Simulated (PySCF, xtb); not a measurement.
C2H3F3Si2, SMILES F[Si](F)(F)C#C[SiH3].

GFN2-xTB in xtb 6.7.1 at its own geometry gives an orbital gap of 4.83 eV and a dipole moment of 4.09 D.

The structure is a stationary point at PBE0-D3(BJ)/def2-SVP. The structure was generated by enumeration, and PubChem lists no compound with its InChIKey, so it may never have been made.

**Question.** What does PBE/def2-TZVP (PySCF) give? (Estimate from the structure and the level; the computed values follow.)

**Answer.** gap 5.46 eV (levels -7.79 and -2.34 eV), dipole 2.77 D.
